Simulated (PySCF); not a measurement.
**`CC#CC(C#N)C#N` in a uniform electric field**

Species: C6H4N2.
Geometry (GFN2-xTB, Å), atoms numbered from 1 in this order:
```xyz
12
C6H4N2 angstrom
C      2.5328    0.3777   -0.0535
C      1.1265    0.0599   -0.0888
C     -0.0357   -0.2276   -0.1320
C     -1.4624   -0.5433   -0.1576
C     -1.9609   -0.6555    1.2041
N     -2.3317   -0.7455    2.2792
C     -2.1833    0.5091   -0.8560
N     -2.7291    1.3417   -1.4131
H      2.6798    1.4252   -0.3133
H      2.9247    0.2008    0.9473
H      3.0745   -0.2457   -0.7640
H     -1.6341   -1.4975   -0.6785
```

Level: PBE0/def2-SVPD (PySCF); nuclei fixed, core orbitals frozen in the response. Permanent dipole (4.320, -1.842, -1.493) D (1 au = 2.5417 D). Static polarisability (au):

```
x   95.22  1.94 -1.13
y    1.94 59.64 -7.87
z   -1.13 -7.87 68.91
```

Only the terms in μ and α are kept: μ(F) = μ + αF and ΔE = −μ·F − ½ F·αF.

Q: A field of 0.005 au (0.257 V/Å) is applied along each axis in both senses. Find the induced dipole, the size of the total dipole and the two energy terms.

A: 
```
field along  induced x (D)  induced y (D)  induced z (D)  total size (D)  −μ·F (kJ/mol)  −½F·αF (kJ/mol)
         +x          1.210          0.025         -0.014           6.013        -22.312           -3.125
         −x         -1.210         -0.025          0.014           3.917        +22.312           -3.125
         +y          0.025          0.758         -0.100           4.753         +9.513           -1.957
         −y         -0.025         -0.758          0.100           5.211         -9.513           -1.957
         +z         -0.014         -0.100          0.876           4.764         +7.711           -2.262
         −z          0.014          0.100         -0.876           5.238         -7.711           -2.262
```

Q: For the field (-0.0030, 0.0035, 0.0000) au, what is the induced dipole, and what angle does it make with the field?

A: αF = (-0.709, 0.516, -0.061) D, at 13.9° to the field. The polarisability along this direction, F·αF/F², is 72.79 au, against a mean of 74.59 au.

Q: Which field along μ doubles the dipole in that direction (linear response)?

A: The polarisability along the dipole is 85.38 au, so F = 1.9388 au / 85.38 au = 0.0227 au = 1.17 V/Å; higher-order terms are ignored.

Q: What field makes μF equal to kT at 200 K?

A: kT = 0.6334 × 10⁻³ Eh, so F = 0.000327 au = 1.68 MV/cm.

Q: A unit point charge sits 12 Å away. Estimate the induction energy −αe²/2R⁴ with the mean polarisability, treating the molecule as a point.

A: R = 22.68 bohr, so the energy is −74.6/(2 × 22.68⁴) Eh = -0.37 kJ/mol. The charge–dipole term at its most favourable orientation, −μe/R², is -9.9 kJ/mol.

Geometry: GFN2-xTB; no solvent, vibrations or thermal averaging.
